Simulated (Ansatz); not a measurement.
Reaction (formal exchange of groups at the Si–F bond): `F[SiH]1C=N1` + `C=N` → `N=C[SiH]1C=N1` + H–F

Gas-phase electronic energies from Ansatz, PBE0-D4/def2-TZVP geometries. CCSD(T)/CBS adds triple-zeta CCSD(T) − MP2 to the extrapolated MP2 energy (def2 sets, frozen cores). This one scheme is used for every species. DFT in def2-TZVPP. HSE06 is defined as in plane-wave codes. One conformer a species, not always the lowest.

```json
{"level": "PBE-D4", "ΔE (kcal/mol)": "27.6"}
{"level": "HSE06-D4", "ΔE (kcal/mol)": "29.4"}
{"level": "PBE-QIDH", "ΔE (kcal/mol)": "31.7"}
{"level": "r2SCAN0", "ΔE (kcal/mol)": "32.7"}
{"level": "HSE06", "ΔE (kcal/mol)": "30.3"}
{"level": "HF/def2-SVP", "ΔE (kcal/mol)": "35.2"}
{"level": "SCS-MP2/def2-TZVPP", "ΔE (kcal/mol)": "33.1"}
{"level": "HF/CBS(def2)", "ΔE (kcal/mol)": "39.7"}
```

What does CCSD(T)/CBS give? (Best estimate.)

The calculation gave: +31.5 kcal/mol. The listed levels differ from it by -3.9, -2.1, 0.2, 1.2, -1.2, 3.7, 1.6, 8.2 kcal/mol.

Largest T1 diagnostic among the species: 0.016.

From r2SCAN to r2SCAN0 (25 % exact exchange), in def2-TZVPP and without D4, ΔE moves by +1.0 kcal/mol. Leaving LDA and LC-ωPBE aside and taking each functional with its dispersion term where it has one, the values, not all of them listed here, spread over 7.6 kcal/mol, from revPBE-D4 to BHLYP-D4. LDA lies −0.9 kcal/mol from PBE without D4. In def2-TZVPP, CCSD(T) changes the Hartree–Fock value by −7.6 kcal/mol (the triples alone add −1.4 kcal/mol) and MP2 by −7.7 kcal/mol.
